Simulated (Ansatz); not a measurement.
```yaml
crystal:
  periodic: [false, false, false]
  atoms:
    - {symbol: Ga, position_ang: [0.202342, -2.612157, -2.064905]}
    - {symbol: Sb, position_ang: [-1.878325, -1.085363, -1.264837]}
    - {symbol: Sb, position_ang: [0.208490, -2.266021, 2.184416]}
    - {symbol: Ga, position_ang: [-2.140036, -1.236057, 1.371234]}
    - {symbol: Ga, position_ang: [-2.164803, 1.479255, -2.066222]}
    - {symbol: Sb, position_ang: [-1.860004, 1.312848, 2.184117]}
    - {symbol: Sb, position_ang: [2.223998, -1.083560, -1.163096]}
    - {symbol: Ga, position_ang: [2.691884, -1.371445, 1.452092]}
    - {symbol: Ga, position_ang: [2.446734, 1.415586, -2.142843]}
    - {symbol: Sb, position_ang: [0.169135, 2.468026, -1.164619]}
    - {symbol: Ga, position_ang: [0.160296, 3.010922, 1.451729]}
    - {symbol: H, position_ang: [0.148127, -3.966430, -1.229018]}
    - {symbol: H, position_ang: [0.211592, -2.634310, -3.652352]}
    - {symbol: H, position_ang: [-3.313819, -1.915986, -1.746024]}
    - {symbol: H, position_ang: [0.057874, -3.937277, 1.814938]}
    - {symbol: H, position_ang: [0.072378, -2.481543, 3.893685]}
    - {symbol: H, position_ang: [-3.387770, -1.959159, 2.032604]}
    - {symbol: H, position_ang: [-2.178953, 1.495406, -3.653609]}
    - {symbol: H, position_ang: [-3.366232, 2.108459, -1.231806]}
    - {symbol: H, position_ang: [-3.381574, 2.018978, 1.812272]}
    - {symbol: H, position_ang: [-2.116538, 1.303749, 3.893150]}
    - {symbol: H, position_ang: [3.595347, -1.911016, -1.806852]}
    - {symbol: H, position_ang: [3.661107, -2.589885, 1.768425]}
    - {symbol: H, position_ang: [2.792541, 0.000500, 2.236946]}
    - {symbol: H, position_ang: [2.323711, 1.340187, -3.725472]}
    - {symbol: H, position_ang: [3.682390, 2.130634, -1.445638]}
    - {symbol: H, position_ang: [0.134846, 4.070442, -1.805333]}
    - {symbol: H, position_ang: [1.399126, 2.405545, 2.230800]}
    - {symbol: H, position_ang: [-0.403363, 4.460874, 1.774417]}
basis:
  gaussian: {orbitals: STO-3G}
total_charge: -1
hamiltonian: {xc: {name: rPW86-PBE}, dispersion: rvv10}
scf: {omitted_lower_state_checks: [starts]}
```

```sh
$ ansatz run in.yaml --threads 2 --pin off --events-out ev --progress --plain --max-ram 32768MiB --backend cuda --devices 0, --max-vram 18GiB
```

Output, abridged:

```
Functional definition: rPW86-PBE+rVV10
3643 factors; their error is unknown
mean field evaluation 1: about -1155529.4050 eV, gradient 6.4e2 eV
mean field evaluation 2: about -1156875.7580 eV, gradient 4.1e2 eV
mean field evaluation 4: about -1157335.7421 eV, gradient 5.6e2 eV
mean field evaluation 8: about -1160690.6356 eV, gradient 6.5e2 eV
mean field evaluation 16: about -1161933.8831 eV, gradient 1.1e1 eV
mean field -1161936.67473099 eV, -42700.3852073985 hartree, gradient 4.3e-5 eV, S^2 0.000000; 0 other end points of the search recorded, 0 dependent functions left out
reference -1161936.67490461 eV, -42700.3852137788 hartree; 230, 230 occupied and 31, 31 virtual orbitals, 3643 factors
Total energy: -1161936.67490461 eV, -42700.3852137788 hartree
Checks for a lower state left out: starts
```

It took 7 s on 2 threads of AMD EPYC 7R13 on a shared host and a share (18 GiB) of an NVIDIA H100 80GB HBM3, peak host memory 1.1 GiB.

The highest occupied level of an anion often lies above zero with these methods, and sets without diffuse functions describe the outer electron poorly.
